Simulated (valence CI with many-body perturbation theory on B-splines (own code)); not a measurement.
Sn¹⁶⁺: one-electron terms

Computed by valence CI with perturbative core correlation (CI+MBPT): six valence electrons over a frozen Dirac-Fock core [Ar] 3d10, radial functions for each j: 9 s, 9 p, 8 d, 6 f, 3 g, 1 h, with the one-electron correlation potential Σ1, the two-electron term Σ2, the three-electron term Σ3, Breit, model QED; selected CI, second order for the rest, scaled by the run's own slope (own B-spline code, finite nucleus).

No measured levels were compared; by estimate levels hold to about 250 cm⁻¹ or 0.2 % of their energy and the worst to 1 %, as in measured heavy ions of charge 2 to 7; those with d or f electrons hold less well. Among the levels kept, up to 1100 cm⁻¹ of a level comes from second order outside the variational space, and about a tenth of that is noise between levels of different J, which matters for small intervals.

These are the spectroscopic orbitals of the CI (the correlating ones are not listed), shaped by the core and the other valence electrons. h is the expectation value of the core's Dirac-Fock operator, without the valence repulsion; Σ1 is computed up to l = 3 at one energy for each symmetry, that of its lowest orbital but kept below the first core excitation, so for empty shells it is not the orbital's own correlation shift; Breit and QED include the response of the core.

| Orbital | h (hartree) | Σ1 (cm⁻¹) | Breit (cm⁻¹) | QED (cm⁻¹) | ⟨r⟩ (bohr) |
| --- | --- | --- | --- | --- | --- |
| 4s1/2 | -23.504 | -11200 | 2019 | 1541 | 0.7481 |
| 5s1/2 | -13.432 | -3467 | 786 | 603 | 1.351 |
| 6s1/2 | -8.6863 | -1556 | 380 | 295 | 2.139 |
| 7s1/2 | -6.0833 | -851 | 216 | 168 | 3.097 |
| 4p1/2 | -21.837 | -10907 | 3074 | -68.2 | 0.7677 |
| 5p1/2 | -12.648 | -3459 | 1209 | -26.3 | 1.404 |
| 6p1/2 | -8.2668 | -1607 | 606 | -13.1 | 2.218 |
| 7p1/2 | -5.8327 | -895 | 350 | -7.5 | 3.204 |
| 4p3/2 | -21.401 | -10134 | 1913 | 79.7 | 0.7855 |
| 5p3/2 | -12.455 | -3287 | 757 | 31.9 | 1.428 |
| 6p3/2 | -8.1651 | -1541 | 397 | 16.2 | 2.247 |
| 7p3/2 | -5.7724 | -863 | 230 | 9.4 | 3.238 |
| 4d3/2 | -18.668 | -9725 | 1028 | -84.1 | 0.8210 |
| 5d3/2 | -11.174 | -3288 | 426 | -33.7 | 1.528 |
| 6d3/2 | -7.4787 | -1637 | 228 | -17.8 | 2.394 |
| 4d5/2 | -18.582 | -9504 | 561 | -41.7 | 0.8261 |
| 5d5/2 | -11.135 | -3226 | 228 | -16.5 | 1.534 |
| 6d5/2 | -7.4576 | -1607 | 122 | -8.7 | 2.402 |
| 4f5/2 | -15.67 | -8281 | 186 | -25.9 | 0.8545 |
| 5f5/2 | -9.8495 | -2869 | 92.7 | -13.3 | 1.628 |
| 4f7/2 | -15.66 | -8165 | -0.2 | -17.3 | 0.8557 |
| 5f7/2 | -9.8435 | -2824 | -0.2 | -9.1 | 1.630 |
| 5g7/2 | -9.3201 |  | 1.0 | -1.2 | 1.562 |
| 5g9/2 | -9.3182 |  | -2.9 | 0.3 | 1.563 |

Among the shells of the start configuration 4s2 4p4, Σ1 is largest in size for 4s1/2, where it is 0.22 % of h.

Lowest root of each symmetry, sizes in configuration state functions:

```
J  Parity  Roots  Reference  Variational  Second order  Change by selected CI (cm⁻¹)  Change by second order (cm⁻¹)
0    even      3         24        43685        973075                        -18847                            -50
1    even      2         46        56629       3103586                        -17638                           -133
2    even      3         65        51949       4709489                        -17801                           -173
0     odd      5         26        59575       1290171                        -17537                            -46
1     odd     10         69        59012       4593880                        -18099                           -300
2     odd     11         85        54745       7719194                        -16505                           -799
3     odd      8         75        53374       8456639                        -24689                           -955
4     odd      5         51        52365       6918151                        -24985                           -827
5     odd      1         27        52154       5252521                        -30331                           -626
```
